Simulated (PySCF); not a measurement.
Species: C₇H₇N (charge +1 and doublet state).
Atom-mapped SMILES: `[H]/[N:8]=[CH:7]/[C@@H:5]([C:4]#[C:3][C:2]=[CH+:1])[CH3:6]` (hydrogens: H9 on C1; H10 on C5; H11, H12, H13 on C6; H14 on C7; H15 on N8)

Structure used (GFN2-xTB), in Å, numbered top down from 1:
```
atom  x, y, z in Å
C1     4.0992   -1.1362    0.4463
C2     2.9498   -0.8526    0.1709
C3     1.6785   -0.5403   -0.1274
C4     0.5241   -0.2853   -0.4340
C5    -0.8345    0.0057   -0.7588
C6    -1.8251   -0.9555   -0.1063
C7    -1.1021    1.4623   -0.3309
N8    -0.9180    2.3988   -1.1006
H9     5.0963   -1.3802    0.6835
H10   -0.9402   -0.0106   -1.8527
H11   -2.8448   -0.6427   -0.3160
H12   -1.6807   -1.0116    0.9702
H13   -1.6847   -1.9535   -0.5169
H14   -1.4599    1.5222    0.7035
H15   -1.0623    3.3873   -0.9583
```

The hyperfine couplings belong to this conformer and change with its torsions.

Level of theory: UKS B3LYP, pcH-1 on C H N, non-relativistic, mean-field spin-orbit, GIAO (PySCF). The structure is a single GFN2-xTB conformer in the gas phase; no vibrational or solvent corrections. Couplings are sensitive to structure, and on GFN2-xTB geometries they can be far from those on DFT ones, by a factor of two or more for some ions and for spin on atoms past the first row. Stability of the SCF solution: not tested.

Computed for the main isotopes (class means, splittings of 0.05 mT or more): g = 2.0079; H14 1H +140.9 MHz (5.01 mT); H15 1H +65.9 MHz (2.34 mT); N8 14N +60.2 MHz (2.14 mT); H9 1H -24.1 MHz (0.86 mT); H10 1H +13.0 MHz (0.46 mT); 48 first-order lines, 12.97 mT wide.

**Question.** What changes when 14N at N8 is replaced by 15N?

**Answer.** Only the nuclear moment changes in this model. The ratio of g factors is -0.56638/0.40376 = -1.4028, so a goes from +60.2 to -84.4 MHz (3.005 mT). The spin goes from 1 to 1/2, so the 1:1:1 triplet becomes a 1:1 doublet. The spectrum then has 32 first-order lines over 11.69 mT.

**Question.** What changes when 1H at H10 is replaced by 2H?

**Answer.** The spin density stays the same (vibrational effects aside), so a scales with the nuclear g factor: 0.85744/5.58569 = 0.1535, so a goes from +13.0 to +2.0 MHz (0.071 mT). The spin goes from 1/2 to 1, so the 1:1 doublet becomes a 1:1:1 triplet. The spectrum then has 72 first-order lines over 12.64 mT.

**Question.** Give position and intensity of the satellites from 13C at C7.

**Answer.** a = +36.3 MHz, or 1.29 mT in magnitude, and I = 1/2, so to first order each main line has two satellites, at ±0.65 mT. The isotope's abundance is about 1.07 %, shared among 2 lines, so each has 0.54 % of the main line's intensity.

**Question.** Give position and intensity of the satellites from 13C at C2.

**Answer.** a = -21.8 MHz, or 0.78 mT in magnitude, and I = 1/2, so to first order each main line has two satellites, at ±0.39 mT. The isotope's abundance is about 1.07 %, shared among 2 lines, so each has 0.54 % of the main line's intensity.

**Question.** Where do the 13C satellites of C1 appear, and how strong are they?

**Answer.** a = +20.3 MHz, or 0.72 mT in magnitude, and I = 1/2, so to first order each main line has two satellites, at ±0.36 mT. The isotope's abundance is about 1.07 %, shared among 2 lines, so each has 0.54 % of the main line's intensity.

The SMILES draws the unpaired electron on C2; the largest computed Mulliken spin population is on N8 (0.33 against -0.02).
